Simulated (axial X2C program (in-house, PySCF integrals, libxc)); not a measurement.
# Correcting the dissociation energy of Te₂ for spin–orbit coupling

A spin-free CCSD(T) curve (one-electron X2C) was computed with an axial X2C code built on PySCF integrals, basis Te dyall-cv3z [11s12p8d4f1g] (cores contracted in-house), for the state M_S = 1, Λ = 0 (beyond evenly filled blocks: π+α, π-α). It gives D0 = 2.640 eV to Te + Te, which in a spin-free picture are the weighted means of the ground terms.

Correlated methods: 12 electrons correlated (number of frozen shells: Te 4 s, 3 p, 2 d), 296 virtual spin orbitals or spinors in MP2, 90 natural virtuals in coupled cluster.

Measured levels of the ground terms (NIST Handbook of Basic Atomic Spectroscopic Data), in cm⁻¹: Te 3P: J = 2 at 0, J = 0 at 4706.5, J = 1 at 4750.7.

The molecular state has Λ = 0, so it has no first-order lowering.

**Question.** How far does each ground level lie under the (2J+1)-weighted mean of its term?

**Answer.** Te: (5 × 0 + 1 × 4706.5 + 3 × 4750.7)/9 = 2107 cm⁻¹, counted twice.

**Question.** Correct D0.

**Answer.** D0 = 2.640 + (0 − 4214)/8065.5 = 2.118 eV at CCSD(T) with these spin–orbit terms.

Second-order spin–orbit effects in the molecule, which grow quickly with Z, are left out. Occupations by symmetry block were frozen at the best pattern of an incomplete PBE0 search. Dissociation energies refer to the lowest single-determinant-based atoms at the same level and basis. CCSD and (T) use frozen natural virtuals with an MP2 correction for the truncation; (T) itself is uncorrected, so its De runs slightly low. Other states lie close and PBE0, whose exact exchange favours high spin, may order them wrongly; the determinant shown need not be the ground state. The nearest other spin-free determinant of the search, M_S = 0, Λ = 2, lies 0.53 eV up at the distance of the search. With the outer-core shells frozen, correlated bond lengths of heavy atoms tend to come out a few hundredths of an ångström too long.
